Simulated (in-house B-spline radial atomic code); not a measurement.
The numbers below are computed, except where a source is named.
**Two electrons in Ge: a Gaussian well −V exp(−r²/w²) with V = 52 meV and w = 22.4 nm**

For Ge the NSM archive of the Ioffe Institute lists m_l = 1.6 m0, m_t = 0.08 m0 and ε = 16.2; the model takes one isotropic valley with the conductivity mass 3/(1/m_l + 2/m_t) = 0.117 m0, and so misses anisotropy and the other valleys. All triplets below are those of one valley; with several valleys two electrons can form a triplet in the 1s orbital itself, at an energy set by the valley splitting.

Effective-mass model with parabolic bands, a uniform dielectric constant, no image charges, no central-cell or spin-orbit terms. Two-electron levels come from full CI in B-splines with partial waves to l = 5 (up to 0.001 effective hartree above the limit).

**Question.** What are the effective units, and what is the potential in them?

**Answer.** Ha* = 27211.386 meV × 0.117/16.2² = 12.13 meV and a* = 0.0529177 nm × 16.2/0.117 = 7.327 nm. V = 4.29 Ha* and w = 3.06 a*.

In these units the lowest s and p orbitals lie at -2.956774 and -2.142044, and their Coulomb and exchange integrals are J_ss = 0.725795, J_sp = 0.588127 and K_sp = 0.114. Full CI gives -5.257407 for the ground singlet, -4.642913 for the sp triplet, -4.466825 for the sp singlet and -4.008693 for the lowest triplet of two s orbitals.

**Question.** What does it cost to add the second electron, to first order and exactly?

**Answer.** To first order E = 2ε_s + J_ss = -5.187752, so the charging energy E(2) − 2E(1) is J_ss = 8.805 meV. CI gives -5.257407 − 2 × (-2.956774) = 0.656140, or 7.96 meV: relaxation and correlation lower it by 0.845 meV, 9.6 % of J_ss. The s² configuration of one-electron orbitals holds 96.6 % of the state, and the mean radius is 9.89 nm. The second electron is bound by ε_s − E = 27.91 meV, against 35.87 meV for the first.

**Question.** How far above the singlet do the triplets lie?

**Answer.** To first order the sp triplet lies at ε_s + ε_p + J_sp − K_sp = -4.624675, which is 6.831 meV above 2ε_s + J_ss. CI gives -4.642913 − (-5.257407) = 0.614494, or 7.455 meV, 75 % of the orbital spacing of 9.884 meV. The ss triplet lies 15.15 meV up, so the lower of the two is the sp one, and its gap equals k_BT at 86.5 K. The sp singlet-triplet splitting is 2.136 meV, against 2K_sp = 2.766 meV.
